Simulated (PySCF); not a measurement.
Frontier orbitals and the lowest excitations

Ti(vinyl)4, C8H12Ti (singlet state).
Geometry (PBE0-D3(BJ)/def2-SVP, Å), atoms numbered from 1 in this order:
```xyz
21
C8H12Ti angstrom
Ti    -0.0178   -0.0015   -0.0124
C     -0.0062    0.2754    2.0144
C      0.4904   -0.8565    2.5326
H     -0.3819    1.0670    2.6748
H      0.8709   -1.6657    1.8870
H      0.5590   -1.0686    3.6098
C      1.8971   -0.3174   -0.6547
C      2.5381    0.8284   -0.3869
H      2.4071   -1.1294   -1.1873
H      2.0378    1.6514    0.1518
H      3.5805    1.0424   -0.6650
C     -0.7930    1.6520   -0.9262
C     -1.9971    1.7894   -0.3548
H     -0.4241    2.4033   -1.6349
H     -2.3825    1.0394    0.3581
H     -2.6873    2.6261   -0.5371
C     -1.1769   -1.6234   -0.4415
C     -1.0340   -1.7518   -1.7676
H     -1.7455   -2.3618    0.1361
H     -0.4664   -1.0108   -2.3578
H     -1.4550   -2.5718   -2.3679
```

Level of theory: TDDFT wB97X-D/def2-SVPD, vertical, gas phase, core orbitals frozen in the response in PySCF.

Kohn–Sham orbitals with the atoms that hold most of them (Löwdin shares over 4%, at most four atoms; ? is withheld):

```json
{"orbital": "HOMO-3", "ε (eV)": "-9.70", "atoms": "Ti1 27%, C12 22%, C2 12%, C13 9%"}
{"orbital": "HOMO-2", "ε (eV)": "-9.39", "atoms": "Ti1 16%, C2 11%, C7 11%, C13 10%"}
{"orbital": "HOMO-1", "ε (eV)": "-9.36", "atoms": "Ti1 14%, C3 12%, C2 12%, C7 12%"}
{"orbital": "HOMO", "ε (eV)": "-9.15", "atoms": "?"}
{"orbital": "LUMO", "ε (eV)": "0.13", "atoms": "Ti1 58%, C3 10%, C8 9%, C2 5%"}
{"orbital": "LUMO+1", "ε (eV)": "0.16", "atoms": "Ti1 65%, C13 9%, C18 9%"}
{"orbital": "LUMO+2", "ε (eV)": "0.83", "atoms": "Ti1 38%, C8 10%, C3 9%, C7 7%"}
```

(1) Give the leading atoms of the HOMO.

(2) How does S1 compare with the orbital gap of 9.29 eV?

Results:

(1) C2 (bonded to C, Ti and H) 13%; C17 (bonded to C, Ti and H) 12%; C7 (bonded to C, Ti and H) 12%; C12 (bonded to C, Ti and H) 10%.

(2) S1 is at 3.97 eV (f = 0.0021), 5.32 eV below the gap, made of HOMO-2→LUMO (35%), HOMO-5→LUMO (19%), HOMO-2→LUMO+1 (18%). Its leading pair isn't HOMO and LUMO; the energies of that pair differ by 9.52 eV. Without the coupling terms of the response equations the lowest excitation would equal the gap.

Next come S2 at 3.99 eV (f 0.0026), HOMO-1→LUMO+1 (46%), HOMO-4→LUMO+1 (16%), HOMO-5→LUMO+1 (12%); S3 at 4.08 eV (f 0.0000), HOMO-3→LUMO (36%), HOMO→LUMO+1 (14%), HOMO→LUMO (8%); S4 at 4.22 eV (f 0.0012), HOMO→LUMO (36%), HOMO-3→LUMO+1 (30%), HOMO→LUMO+1 (10%); S5 at 4.26 eV (f 0.0020), HOMO-1→LUMO (17%), HOMO-2→LUMO+1 (17%), HOMO-4→LUMO (15%).

Orbitals of the list HOMO-3 to LUMO+2 that lie within 0.01 eV of each other are written together with a slash and their weights summed (≥ marks a lower bound); for degenerate orbitals outside that list single weights are arbitrary.

Löwdin shares depend on the basis, the more so with diffuse functions.
